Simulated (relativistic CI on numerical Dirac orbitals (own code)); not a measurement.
## Mn²²⁺: q coefficients and field-shift factors

Computed by Dirac-Coulomb-Breit CI, separate exchange-only KLI orbitals for each configuration, derivatives by finite differences, unscaled Slater integrals, QED left out (own radial code, finite nucleus).

Configurations in the expansion (outside the closed core 1s2): 2s, 2p, 3s, 3p, 3d. Levels of other configurations are missing.

With x = (α/α₀)² − 1 an excitation energy changes as ω = ω₀ + qx; K = 2q/ω₀ is the relative enhancement. Terms are leading LS components, so labels can repeat. The field-shift factor is F = δν/δ⟨r²⟩ for the transition from the lowest level.

Lowest level 2s ²S1/2.

| Level | ω₀ (cm⁻¹) | q (cm⁻¹) | K | F (GHz/fm²) |
| --- | --- | --- | --- | --- |
| 2p ²P°1/2 | 379428 | 17680 | 0.0932 | -85.5 |
| 2p ²P°3/2 | 487599 | 127900 | 0.525 | -85.8 |
| 3s ²S1/2 | 8520798 | 97550 | 0.0229 | -56.1 |
| 3p ²P°1/2 | 8626192 | 102300 | 0.0237 | -80.9 |
| 3p ²P°3/2 | 8658137 | 134900 | 0.0312 | -81 |
| 3d ²D3/2 | 8697098 | 134000 | 0.0308 | -80.3 |
| 3d ²D5/2 | 8707221 | 144200 | 0.0331 | -80.3 |

At this charge energies of transitions that change n are usually good to better than 1 %, and those within a shell (Δn = 0) to a few per cent.
